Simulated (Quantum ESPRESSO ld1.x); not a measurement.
Au4+, 75 electrons, occupied as [Xe] 4f14 5d7. Method: Dirac Kohn-Sham, PW91, spin-unpolarised, spherical densities, point nucleus; open shells fill j = l - 1/2 first; computed with ld1.x of Quantum ESPRESSO 7.5.

Unscreened Slater integrals over Kohn-Sham orbitals (eV). Large and small components are both included. Empty in this configuration: 6s1/2.

\begin{tabular}{lr}
integral & value \\ \hline
F0(5d5/2,5d5/2) & 17.508 \\
F2(5d5/2,5d5/2) & 9.2284 \\
F4(5d5/2,5d5/2) & 6.1696 \\
F0(5d5/2,5d3/2) & 17.750 \\
F2(5d5/2,5d3/2) & 9.3472 \\
G2(5d5/2,5d3/2) & 9.3348 \\
G4(5d5/2,5d3/2) & 6.2423 \\
F0(5d5/2,5p3/2) & 19.524 \\
F2(5d5/2,5p3/2) & 9.9154 \\
G1(5d5/2,5p3/2) & 12.120 \\
G3(5d5/2,5p3/2) & 7.5427 \\
F0(5d5/2,5p1/2) & 20.065 \\
G3(5d5/2,5p1/2) & 6.9427 \\
F0(5d5/2,6s1/2) & 13.052 \\
G2(5d5/2,6s1/2) & 3.1266 \\
F0(5d3/2,5d3/2) & 18.004 \\
F2(5d3/2,5d3/2) & 9.4857 \\
F0(5d3/2,5p3/2) & 19.881 \\
F2(5d3/2,5p3/2) & 10.209 \\
G1(5d3/2,5p3/2) & 12.655 \\
G3(5d3/2,5p3/2) & 7.8764 \\
F0(5d3/2,5p1/2) & 20.464 \\
G1(5d3/2,5p1/2) & 11.804 \\
F0(5d3/2,6s1/2) & 13.132 \\
G2(5d3/2,6s1/2) & 2.9102 \\
F0(5p3/2,5p3/2) & 22.615 \\
F2(5p3/2,5p3/2) & 12.218 \\
F0(5p3/2,5p1/2) & 23.553 \\
G2(5p3/2,5p1/2) & 12.384 \\
F0(5p3/2,6s1/2) & 13.683 \\
G1(5p3/2,6s1/2) & 1.3046 \\
F0(5p1/2,5p1/2) & 24.670 \\
F0(5p1/2,6s1/2) & 13.850 \\
G1(5p1/2,6s1/2) & 1.0476 \\
F0(6s1/2,6s1/2) & 11.277 \\
\end{tabular}
